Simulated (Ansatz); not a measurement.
Steps of a relaxation of `[NH2][Ge]([F])([F])[Cl]` with RKS PBE-D4/def2-SVP.

```sh
$ ansatz run in.yaml --threads 4 --pin off --events-out ev --progress --plain --max-ram 10444MiB
```

```yaml
crystal:
  periodic: [false, false, false]
  atoms:
    - {symbol: N, position_ang: [-0.328200, 0.824300, 0.831900]}
    - {symbol: Ge, position_ang: [-0.011500, -0.402400, -0.495900]}
    - {symbol: F, position_ang: [-1.497800, -1.309700, -0.867500]}
    - {symbol: F, position_ang: [1.314500, -1.482300, 0.075900]}
    - {symbol: Cl, position_ang: [0.680300, 0.593000, -2.306600]}
    - {symbol: H, position_ang: [0.525100, 1.365900, 1.033400]}
    - {symbol: H, position_ang: [-0.621200, 0.343200, 1.683100]}
basis:
  gaussian: {orbitals: def2-SVP}
hamiltonian: {xc: pbe, dispersion: d4}
relax: {f_tol: 0.03, max_steps: 200}
```

Positions (Å) and forces (eV/Å) along the path, 11 of 11 steps:

```xyz
7
step=1 energy=-75963.7856 eV
N    -0.328    0.824    0.832   -0.059   -0.060   -0.610
Ge   -0.011   -0.402   -0.496    0.419   -0.272    0.090
F    -1.498   -1.310   -0.868    1.136    0.452    0.344
F     1.315   -1.482    0.076   -1.106    0.438   -0.653
Cl    0.680    0.593   -2.307   -0.223   -0.381    0.520
H     0.525    1.366    1.033   -0.078   -0.093   -0.026
H    -0.621    0.343    1.683   -0.089   -0.084    0.335
7
step=2 energy=-75963.9127 eV
N    -0.349    0.840    0.838    0.113   -0.138   -0.317
Ge    0.022   -0.371   -0.479    0.225   -0.620    0.095
F    -1.423   -1.304   -0.827    0.463    0.235    0.189
F     1.278   -1.553   -0.032   -0.684    0.495   -0.221
Cl    0.689    0.559   -2.290   -0.036    0.011    0.119
H     0.490    1.398    1.046   -0.054    0.031    0.045
H    -0.646    0.364    1.698   -0.027   -0.013    0.090
7
step=3 energy=-75963.9417 eV
N    -0.344    0.833    0.823    0.122   -0.050   -0.051
Ge    0.039   -0.371   -0.486   -0.018   -0.112    0.182
F    -1.392   -1.308   -0.782   -0.027   -0.004   -0.032
F     1.236   -1.571   -0.049   -0.034    0.056   -0.050
Cl    0.695    0.579   -2.280    0.022    0.043   -0.036
H     0.479    1.409    1.043   -0.068    0.036    0.021
H    -0.651    0.361    1.685    0.003    0.031   -0.033
7
step=4 energy=-75963.9446 eV
N    -0.340    0.830    0.822    0.074   -0.076    0.009
Ge    0.039   -0.382   -0.478   -0.028    0.045    0.027
F    -1.393   -1.311   -0.789   -0.028   -0.011    0.002
F     1.236   -1.582   -0.062    0.024   -0.031    0.014
Cl    0.697    0.582   -2.267    0.014    0.028   -0.021
H     0.470    1.426    1.038   -0.050    0.008   -0.015
H    -0.647    0.368    1.689   -0.007    0.036   -0.015
7
step=5 energy=-75963.9459 eV
N    -0.338    0.821    0.826   -0.011   -0.079   -0.048
Ge    0.038   -0.385   -0.478   -0.038    0.000    0.052
F    -1.396   -1.310   -0.797   -0.002   -0.001    0.006
F     1.231   -1.590   -0.061    0.007   -0.021    0.002
Cl    0.703    0.587   -2.259    0.019    0.035   -0.035
H     0.455    1.440    1.023    0.046    0.075    0.003
H    -0.632    0.370    1.700   -0.021   -0.009    0.020
7
step=6 energy=-75963.9475 eV
N    -0.334    0.799    0.831    0.084    0.120    0.070
Ge    0.038   -0.397   -0.475   -0.005   -0.015    0.001
F    -1.401   -1.310   -0.811    0.028    0.004    0.000
F     1.217   -1.620   -0.066   -0.016   -0.002   -0.007
Cl    0.720    0.605   -2.236    0.001   -0.003    0.000
H     0.418    1.485    0.984   -0.101   -0.095   -0.037
H    -0.596    0.371    1.727    0.010   -0.009   -0.026
7
step=7 energy=-75963.9481 eV
N    -0.335    0.799    0.832    0.000    0.025    0.036
Ge    0.037   -0.398   -0.473    0.005    0.003   -0.010
F    -1.400   -1.310   -0.813    0.006   -0.002   -0.003
F     1.212   -1.624   -0.066   -0.006   -0.003    0.001
Cl    0.723    0.607   -2.233   -0.002   -0.005    0.005
H     0.410    1.489    0.977   -0.011   -0.013   -0.015
H    -0.586    0.369    1.730    0.008   -0.006   -0.015
7
step=8 energy=-75963.9485 eV
N    -0.338    0.791    0.838   -0.003    0.027    0.022
Ge    0.035   -0.399   -0.471    0.010   -0.017   -0.007
F    -1.401   -1.309   -0.827   -0.006   -0.002   -0.004
F     1.200   -1.635   -0.063   -0.004    0.005    0.008
Cl    0.733    0.610   -2.223   -0.001    0.005    0.000
H     0.386    1.510    0.954   -0.015   -0.023    0.000
H    -0.554    0.363    1.746    0.018    0.005   -0.018
7
step=9 energy=-75963.9486 eV
N    -0.344    0.783    0.843    0.018    0.016    0.072
Ge    0.031   -0.404   -0.470    0.005   -0.008    0.014
F    -1.402   -1.308   -0.849   -0.006    0.001   -0.013
F     1.178   -1.651   -0.047   -0.002    0.017   -0.007
Cl    0.744    0.625   -2.203    0.005   -0.010   -0.013
H     0.353    1.536    0.915   -0.059   -0.077    0.020
H    -0.499    0.351    1.764    0.039    0.061   -0.074
7
step=10 energy=-75963.9490 eV
N    -0.347    0.785    0.846    0.012    0.014    0.018
Ge    0.029   -0.401   -0.469    0.012   -0.017   -0.014
F    -1.402   -1.306   -0.852   -0.005    0.003    0.001
F     1.180   -1.644   -0.048   -0.004    0.007    0.008
Cl    0.745    0.616   -2.210   -0.004    0.006    0.006
H     0.352    1.533    0.922   -0.029   -0.037    0.009
H    -0.497    0.350    1.765    0.018    0.024   -0.026
7
step=11 energy=-75963.9492 eV
N    -0.351    0.781    0.847    0.004    0.014    0.006
Ge    0.027   -0.403   -0.469   -0.001   -0.008   -0.009
F    -1.403   -1.305   -0.861   -0.003   -0.002   -0.003
F     1.174   -1.647   -0.041    0.002   -0.002    0.002
Cl    0.748    0.621   -2.203   -0.001    0.000    0.002
H     0.342    1.535    0.910   -0.001    0.007    0.001
H    -0.476    0.350    1.771    0.000   -0.009    0.001
```

Run time 7.5 s (4 threads of an INTEL XEON PLATINUM 8581C on a shared host); peak host memory 0.18 GiB.
